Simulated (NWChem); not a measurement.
Atomisation of N-methylmethanimine (C₂H₅N)

```
N
C 1 1.2642
H 2 1.1005 1 119.76
H 2 1.1112 3 116.64 1 180.00
C 1 1.4441 2 118.78 3 180.00
H 5 1.1032 1 109.26 2 122.08
H 5 1.1032 6 106.23 1 -117.75
H 5 1.1102 6 108.73 7 -116.87
```
Charge 0, spin multiplicity 1.

All runs are NWChem calculations. All single points use one geometry, from B3LYP/def2-SVP, a minimum by its harmonic frequencies.

Basis set: def2-TZVP. The atomisation energy is electronic alone: no zero-point, thermal, spin-orbit or counterpoise terms. No value is extrapolated to the basis-set limit. Free atoms are single determinants with multiplicities C 3, N 4, H 2.

B3LYP has NWChem's definition, with VWN1-RPA local correlation. No SCF solution was tested for a lower state. Open-shell Hartree-Fock references start from PBE0 orbitals.

Task: For the atomisation energy, HF gives 518.2 kcal/mol and LDA (SVWN5) gives 835.5 kcal/mol. What do B3LYP, PBE0, PBE give?

Result: B3LYP: 730.1 kcal/mol; PBE0: 730.9 kcal/mol; PBE: 747.6 kcal/mol.
